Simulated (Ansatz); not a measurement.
Method: PBE-D3(BJ)/def2-TZVP // PBE0-D3(BJ)/def2-SVP run with Ansatz (a quantum-chemistry and plane-wave program). Isolated molecules, 0 K electronic values unless said otherwise. One relaxed conformer stands for a flexible species; it need not be the lowest.  In the def2 sets, heavy atoms carry core potentials.

Reference species (SMILES): `[CH3][Sn]([Cl])([Cl])[Cl]` (neutral, multiplicity 1).

- HOMO = -7.74 eV
- LUMO = -3.15 eV
- HOMO–LUMO gap = 4.59 eV
- vertical ionisation energy (Delta-SCF) = 10.33 eV

Changed species: `CCC[CH2][Sn]([Cl])([Cl])[Cl]` (C–C–C–C torsion 180°, C–C–C–Sn torsion -180°) (Y = n-butyl; the reference has Y = methyl).

Problem. Predict the effect on the HOMO, LUMO, HOMO–LUMO gap and vertical ionisation energy (Delta-SCF).

Solution. the HOMO increases by 0.33 eV, to -7.41 eV; the LUMO rises by 0.11 eV, to -3.04 eV; the HOMO–LUMO gap decreases by 0.22 eV, to 4.37 eV; the vertical ionisation energy (Delta-SCF) falls by 0.66 eV, to 9.67 eV.
